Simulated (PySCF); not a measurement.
Species: SiH2Me(NMe2), C₃H₁₁NSi.
SMILES: `[H][Si]([H])(C)N(C)C`

The closed-shell ground state was solved at several levels (PySCF, density fitting, gas phase, non-relativistic). Isolated species at its PBE0-D3(BJ)/def2-SVP geometry (one conformer only).

| level | basis functions | total energy (Eh) | HOMO (eV) | LUMO (eV) | gap (eV) | dipole (D) |
| --- | --- | --- | --- | --- | --- | --- |
| PBE0/pcSseg-1 | 147 | -464.8254 | -6.15 | 1.09 | 7.24 | 0.96 |
| wB97X-D/def2-SVPD | 192 | -464.9319 | -8.03 | 2.15 | 10.18 | 0.93 |

Task: Estimate the row for wB97X-D/pcSseg-1, a basis of 147 functions; the other rows only guide the guess.

Result: Total energy -465.1068 Eh, HOMO -8.01 eV, LUMO 2.86 eV, gap 10.87 eV, dipole 0.97 D.

Task: Over all these levels, which gives the widest orbital gap and which the narrowest?

Result: wB97X-D/pcSseg-1 (range-separated hybrid) has the widest, 10.87 eV, and PBE0/pcSseg-1 (global hybrid, 25 % exact exchange) the narrowest, 7.24 eV. The two share the basis. From the narrowest to the widest the HOMO moves by -1.86 eV and the LUMO by +1.77 eV.

Task: How far do the dipole and the HOMO energy spread over the levels?

Result: The dipole runs from 0.93 to 0.97 D (mean 0.96 D) and the HOMO from -8.03 to -6.15 eV.

wB97X-D is run here without its empirical dispersion term; that term would change no orbital, density or response property at a fixed geometry.
